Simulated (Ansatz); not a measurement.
Basis-set extrapolation for Al2F4H2, SMILES `[F][Al@H-]1[F+][Al@@H-]([F])[F+]1` (PBE0-D4/def2-TZVP geometry, frozen core, Ansatz). Multiplicity 1, RHF reference.

```
                      def2-TZVPP   def2-QZVPP
                 HF  -883.331136  -883.368127
    MP2 correlation    -1.165701    -1.277363
CCSD(T) correlation    -1.210872      not run
```

Energies in hartree. Use E(X) = E(∞) + A·exp(−7.88·√X) for Hartree–Fock and E(X) = E(∞) + B·X^(−2.97) for correlation, with X = 3 and 4, and add CCSD(T) minus MP2 of the smaller set to the MP2 limit.

What is the CCSD(T) energy at the basis-set limit?

HF limit: -883.368127 + (-0.036991) × 0.13774 = -883.37322. MP2 limit: -1.277363 + (-0.111662) × 0.74074 = -1.36008. Higher-order term: -1.210872 − (-1.165701) = -0.04517. Total: -884.77847 hartree, 620.8 kJ/mol below CCSD(T)/def2-TZVPP.
